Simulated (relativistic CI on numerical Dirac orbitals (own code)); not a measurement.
**Sensitivity of the levels of Sm⁴²⁺ to α and to the nuclear radius**

Method of calculation: Dirac-Coulomb-Breit CI, KLI orbitals optimised for each configuration, derivatives by finite differences, unscaled Slater integrals, QED left out (own radial code, finite nucleus).

Configuration list (outside the closed core [Ne]): 3s²3p⁶3d², 3s²3p⁵3d³, 3s3p⁶3d³, 3s²3p⁶3d4s, 3s²3p⁶3d4p, 3s²3p⁶4s². Double excitations out of closed p, d and f shells are left out; levels of such configurations are missing from the list, as are those of other unlisted configurations, and high levels can miss mixing partners.

With x = (α/α₀)² − 1 an excitation energy changes as ω = ω₀ + qx; K = 2q/ω₀ is the relative enhancement. Terms are leading LS components, so labels can repeat. The field-shift factor is F = δν/δ⟨r²⟩ for the transition from the lowest level.

Lowest level 3s²3p⁶3d² ³F2.

```tsv
Level	ω₀ (cm⁻¹)	q (cm⁻¹)	F (GHz/fm²)
3s²3p⁶3d² ³P0	146079	20230	0.215
3s²3p⁶3d² ³F3	239160	258900	3.52
3s²3p⁶3d² ³P2	309252	257300	3.09
3s²3p⁶3d² ¹G4	324741	272000	3.81
3s²3p⁶3d² ³P1	337412	264900	3.01
3s²3p⁶3d² ³F4	538036	505200	6.85
3s²3p⁶3d² ³P2	584373	523800	6.61
3s²3p⁶3d² ¹S0	757932	510400	7.66
3s²3p⁵3d³ ⁵F°2	1721896	92220	8.17
3s²3p⁵3d³ ⁵D°1	1740946	112400	8.19
3s²3p⁵3d³ ⁵D°0	1772877	115000	8.36
3s²3p⁵3d³ ³F°3	1794421	97330	8.38
3s²3p⁵3d³ ⁵F°3	1911545	323700	11.3
```

At this charge energies of transitions that change n are usually good to better than 1 %, and those within a shell (Δn = 0) to a few per cent.

Q: Which transition from the lowest level has the largest |K|?

A: 3s²3p⁶3d² ³F3 at 239160 cm⁻¹, K = 2.17.
